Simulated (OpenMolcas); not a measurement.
## 3s² 3p³ along the 15-electron sequence

```
Program             : OpenMolcas
Method              : XMS-RASPT2, IPEA 0.25 Eh, imaginary shift 0.1 Eh
Basis               : ANO-RCC-VTZP
Scalar Hamiltonian  : DKH2, point nucleus
Spin-orbit coupling : RASSI with atomic mean-field integrals over the reference wave functions, term energies averaged over their components
```

Active space for each ion: 5 electrons in 9 orbitals (RAS2 3s 3p; RAS3 3d, at most 2 electrons); closed shells correlated by CASPT2: 2s 2p.

Computed levels in cm-1 above ⁴S°_3/2:

| Level | S+ | Cl2+ | Ar3+ |
| --- | --- | --- | --- |
| ²D°_3/2 | 15520 | 18720 | 21920 |
| ²D°_5/2 | 15540 | 18770 | 22020 |
| ²P°_1/2 | 25660 | 31040 | 36240 |
| ²P°_3/2 | 25680 | 31090 | 36350 |
| weight of ⁴S° in the lowest level (%) | 100 | 100 | 100 |

Measured, with the error of the calculation in %. Measured levels: S+ from NIST Handbook of Basic Atomic Spectroscopic Data; Cl2+ from Moore, Atomic Energy Levels, vol. I, NSRDS-NBS 35 (1971 reprint of NBS Circular 467, 1949); Ar3+ from Saloman, J. Phys. Chem. Ref. Data 39, 033101 (2010).

| Level | S+ | Cl2+ | Ar3+ |
| --- | --- | --- | --- |
| ²D°_3/2 | 14853 (+4.5) | 18053 (+3.7) | 21091 (+3.9) |
| ²D°_5/2 | 14885 (+4.4) | 18120 (+3.6) | 21220 (+3.8) |
| ²P°_1/2 | 24525 (+4.6) | 29812 (+4.1) | 34855 (+4.0) |
| ²P°_3/2 | 24572 (+4.5) | 29907 (+4.0) | 35032 (+3.8) |

²D°_3/2 changes by a factor of 1.41 over the same range, with steps per unit of Z of +3200, +3200 cm-1.

CASPT2 does not keep the components of a term degenerate, so their means are used; among the terms shown or strongly mixed into the levels shown the widest spread is 28 cm-1 (3s² 3p³ ²D°, Cl2+). The run also gave levels led by 3s² 3p² 3d, which use shells meant for correlation; these and all levels above them are left out. Computed and measured levels are paired by configuration, term and J; levels that our copy of the source lacks, or whose pairing is in doubt (as where it misses far off the trend of its configuration), stay unpaired and out of the deviations. Only configurations of the active space appear.

° marks odd parity.
